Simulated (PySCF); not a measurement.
Ge²⁺ (germanium, charge +2): M06-L calculation

Configuration: [Ar] 3d10 4s2, closed-shell 1S. Computed with PySCF 2.14 in x2c-SVPall (5s4p3d, 32 functions), with scalar relativity by spin-free X2C-1e.

```
Total energy                        : -2097.421 hartree
One-electron energy                 : -2898.263 hartree
Hartree (Coulomb) energy            : 880.433 hartree
Exchange-correlation energy         : -79.591 hartree
⟨S²⟩                                : 0.0000
⟨L²⟩                                : 0.000
Sum of ⟨r⟩                          : 17.95 bohr
Sum of ⟨r²⟩                         : 19.64 bohr²
Langevin diamagnetic susceptibility : -15.6 ×10⁻⁶ cm³/mol
Time after the integrals            : 0.58 s of wall time on 1 thread of AMD EPYC 7R43 64-Core Processor (shared host)
```

```tsv
shell	electrons	mean orbital energy (hartree)	rms radius, mean of both spins (bohr)
1s	2	-404.09059	0.0542
2s	2	-51.64413	0.227
2p	6	-45.11524	0.203
3s	2	-7.16758	0.668
3p	6	-5.13539	0.700
3d	10	-1.84428	0.823
4s	2	-1.07606	2.08
```

Densities and radii are taken from the X2C orbitals without a picture-change correction, which distorts them close to the nucleus.
